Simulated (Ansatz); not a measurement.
`[SiH3]C1=CN1` → 2 C• + 5 H• + N• + Si•  (atomization)

Gas-phase electronic energies from Ansatz, PBE0-D4/def2-TZVP geometries. CCSD(T)/CBS adds triple-zeta CCSD(T) − MP2 to the extrapolated MP2 energy (def2 sets, frozen cores). This one scheme is used for every species, atoms too. DFT in def2-TZVPP. HSE06 is defined as in plane-wave codes. No spin–orbit coupling; open shells (•) take unrestricted orbitals. Spin–orbit coupling would lower the free atoms: a little for C, Si.

```
           level  ΔE (kJ/mol)  difference from CCSD(T)/CBS
          PBE-D4       3241.7                         96.4
      r2SCAN0-D4       3085.7                        -59.6
        BHLYP-D4       3037.7                       -107.6
          r2SCAN       3145.0                         -0.3
           HSE06       3152.0                          6.7
   CCSD/def2-SVP       2896.0                       -249.3
CCSD(T)/def2-SVP       2942.9                       -202.4
   HF/def2-TZVPP       2143.4                      -1001.9
    HF/CBS(def2)       2151.0                       -994.3
  CCSD/CBS(def2)       3083.3                        -62.0
     CCSD(T)/CBS       3145.3                            0
```

Largest T1 diagnostic among the species: 0.012.

Leaving LDA and LC-ωPBE aside and taking each functional with its dispersion term where it has one, the values spread over 204.1 kJ/mol, from BHLYP-D4 to PBE-D4. LDA lies +416.4 kJ/mol from PBE without D4, its usual overbinding. At CCSD(T), def2-SVP lies −202.4 kJ/mol from the extrapolated value and def2-TZVPP −98.6 kJ/mol: correlation converges slowly with the basis, and small sets miss more of it in the bonded molecule than in its fragments.

For atomizations the MP2-based limit and the directly extrapolated one differ by several kJ/mol either way, and by 10 to 25 for some Ge, Se and Sn compounds, so smaller differences from it don't rank the levels.
